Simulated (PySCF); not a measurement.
**Dipole response of Tl(3+) (thallium, charge +3)**

[Xe] 4f14 5d10, closed-shell 1S. Computed with PySCF 2.14 in aug-cc-pwCVTZ-DK3 with one added diffuse shell each of s, d, f type (12s10p9d6f1g, 138 functions), with the spin-free X2C one-electron Hamiltonian (Gaussian nucleus). Coupled (time-dependent) response in atomic units; α is the mean over directions.

| method | mean α (bohr³) | C₆ (like pair) | S(−4) |
| --- | --- | --- | --- |
| UHF | 4.935 | 28.09 | 3.172 |

S(−4) is the Cauchy moment in α(ω) = α(0) + S(−4) ω² + …

α(iu) at UHF:

```tsv
u (hartree)	α(iu) (bohr³)
0	4.935
0.0500	4.928
0.100	4.904
0.200	4.814
0.300	4.675
0.500	4.306
0.750	3.789
1.00	3.299
1.50	2.497
2.00	1.918
3.00	1.201
5.00	0.5759
```

A single London oscillator, α(iu) = α/(1 + u²/ω²), gives C₆ = (3/4) ω α². Matching the computed C₆ needs ω = 4 × 28.09 / (3 × 4.935²) = 1.54 hartree.

For an ion, C₆ is the dispersion term alone; charge-induced terms of lower order in 1/R come first.

Spin-orbit coupling, which splits the p, d and f shells strongly at this Z, is absent.
